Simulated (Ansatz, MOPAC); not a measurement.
Species: NbO2F, net charge 0, singlet state. SMILES: [O]=[Nb](=[O])[F]

Atoms: Nb1, O2, O3, F4. Bonds: Nb1-O2, Nb1-O3, Nb1-F4.

Bond lengths (Å) and angles (degrees) optimised at PM6 with MOPAC; HF/STO-3G with Ansatz (a first-principles code); HF/3-21G with Ansatz; HF/6-31G* with LANL2DZ past Ar with Ansatz; PBE/6-31G* with LANL2DZ past Ar with Ansatz; B3LYP/6-31G* with LANL2DZ past Ar with Ansatz, each started from the B3LYP-D3(BJ)/def2-TZVP structure (Ansatz) of the last column. A row stands for all coordinates that are equal there. 6-31G* holds six Cartesian d functions. No wavenumbers were computed at HF/STO-3G, PBE/6-31G* with LANL2DZ past Ar, so these may be saddle points.

```csv
coordinate,PM6,HF/STO-3G,HF/3-21G,HF/6-31G* with LANL2DZ past Ar,PBE/6-31G* with LANL2DZ past Ar,B3LYP/6-31G* with LANL2DZ past Ar,B3LYP-D3(BJ)/def2-TZVP
Nb1-O2,1.727,1.667,1.706,1.700,1.744,1.734,1.718
Nb1-F4,1.908,1.835,1.891,1.896,1.900,1.898,1.910
O2-Nb1-O3,102.0,104.3,107.8,109.0,105.7,106.6,107.5
O2-Nb1-F4,98.3,112.3,118.5,117.4,110.4,112.3,113.9
```

Mean signed difference of all 3 bond lengths from B3LYP-D3(BJ)/def2-TZVP: PM6 0.005 Å, HF/STO-3G -0.059 Å, HF/3-21G -0.014 Å, HF/6-31G* with LANL2DZ past Ar -0.017 Å, PBE/6-31G* with LANL2DZ past Ar 0.014 Å, B3LYP/6-31G* with LANL2DZ past Ar 0.006 Å.
